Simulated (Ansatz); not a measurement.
A run for Ansatz (a first-principles code): R-BLYP/def2-TZVPP on GaGeH5 (SMILES [GaH2][GeH3]), a point of a torsion scan.

Ansatz 0.2 input:
```yaml
crystal:
  periodic: [false, false, false]
  atoms:
    - {symbol: Ga, position_ang: [1.41032933, -0.09304028, -0.00197769]}
    - {symbol: Ge, position_ang: [-1.00945772, 0.06774938, 0.02517625]}
    - {symbol: H, position_ang: [2.37643975, 1.16979615, 0.02009584]}
    - {symbol: H, position_ang: [2.23733532, -1.45032258, -0.05001075]}
    - {symbol: H, position_ang: [-1.54127770, 1.48300640, 0.06525619]}
    - {symbol: H, position_ang: [-1.74450937, -0.51830095, -1.16033594]}
    - {symbol: H, position_ang: [-1.72262975, -0.57496169, 1.19473174]}
basis:
  gaussian:
    orbitals: def2-TZVPP
hamiltonian:
  xc: {name: BLYP}
scf: {lower_state_search: off}
```

Output:

```
WARN ansatz: RAYON_NUM_THREADS=1 ignored (pool sized by the plan → 1); use --threads N
Functional definition: BLYP
these checks for a lower state are left out or cut short: stability, starts, cluster_reference, orbital_swaps, neighbouring_geometries, increment
integrals: 0.08 GiB planned
1021 factors; their error is unknown
mean field: 0.55 GiB planned
mean field evaluation 1: about -108977.4293 eV, gradient 4.6e1 eV
mean field evaluation 2: about -108976.0927 eV, gradient 6.6e1 eV
mean field evaluation 4: about -108980.2094 eV, gradient 1.7e0 eV
mean field evaluation 8: about -108980.2107 eV, gradient 2.6e-2 eV
mean field evaluation 16: about -108980.1879 eV, gradient 9.9e-6 eV
mean field -108980.18793843 eV, -4004.9480373128 hartree, gradient 4.5e-6 eV, S^2 0.000000; 0 other end points of the search recorded, 0 dependent functions left out
reference -108980.18829982 eV, -4004.9480505935 hartree; 34, 34 occupied and 132, 132 virtual orbitals, 1021 factors
Total energy: -108980.18829982 eV, -4004.9480505935 hartree
Checks for a lower state left out: stability, starts, cluster_reference, orbital_swaps, neighbouring_geometries, increment
```

The run converged.

Cost: very roughly 2.0 core-seconds.
